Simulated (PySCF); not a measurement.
`ClC(Cl)/C(Br)=C/Br`, C₃H₂Br₂Cl₂

Molfile (atoms numbered from 1):
```
C3H2Br2Cl2
     RDKit          3D

  9  8  0  0  0  0  0  0  0  0999 V2000
   -1.4072   -0.5576    1.7104 Cl  0  0  0  0  0  0  0  0  0  0  0  0
   -1.1843    0.0665    0.0633 C   0  0  0  0  0  0  0  0  0  0  0  0
   -1.7834   -1.1476   -1.1196 Cl  0  0  0  0  0  0  0  0  0  0  0  0
    0.2467    0.3623   -0.2291 C   0  0  0  0  0  0  0  0  0  0  0  0
    0.5066    1.7812   -1.4519 Br  0  0  0  0  0  0  0  0  0  0  0  0
    1.2713   -0.3308    0.2597 C   0  0  0  0  0  0  0  0  0  0  0  0
    3.0525    0.0259   -0.1655 Br  0  0  0  0  0  0  0  0  0  0  0  0
   -1.8145    0.9515   -0.0452 H   0  0  0  0  0  0  0  0  0  0  0  0
    1.1260   -1.1453    0.9527 H   0  0  0  0  0  0  0  0  0  0  0  0
  1  2  1  0
  2  3  1  0
  2  4  1  0
  4  5  1  0
  4  6  2  0
  6  7  1  0
  2  8  1  0
  6  9  1  0
M  END
```

Computed with GIAO PBE0/pcSseg-1 magnetisability, rotational g tensor and spin-rotation constants, non-relativistic, gas phase (PySCF). Geometry: GFN2-xTB.

The calculation is non-relativistic, which matters for the atoms heavier than Zn.

(1) Give the nuclear spin-rotation constants along the inertial axes (H = +C I·J) beside the isotropic shieldings.

(2) How do the rotational constants and the g tensor change when H8, H9 are replaced by deuterium?

## Answers

(1) Rotational constants 0.9507, 0.5004, 0.3850 GHz. A star marks the isotopologue with that one atom substituted, in its own axes.
```
atom  isotope  Caa (kHz)  Cbb (kHz)  Ccc (kHz)  mean (kHz)  σ (ppm)
 Cl1     35Cl      0.339      0.113      0.119       0.191    644.3
 Cl3     35Cl      0.365      0.230      0.061       0.219    583.5
 Br5     79Br      2.181      0.494      0.899       1.192   1896.9
 Br7     79Br      0.771      1.264      0.738       0.925   1976.0
  H8       1H     -0.056     -0.008     -0.021      -0.028     25.4
  H9       1H     -0.071      0.038     -0.040      -0.025     24.0
  C2     13C*      0.239      0.115      0.091       0.149    102.2
  C4     13C*      0.388      0.201      0.087       0.225     34.5
  C6     13C*      0.429      0.184      0.067       0.227     43.6
```
For the geometry as given, no vibrational averaging.

(2) Constants 0.9409, 0.4974, 0.3821 GHz; g -0.0120, -0.0076, -0.0032, against -0.0121, -0.0076, -0.0032 before.
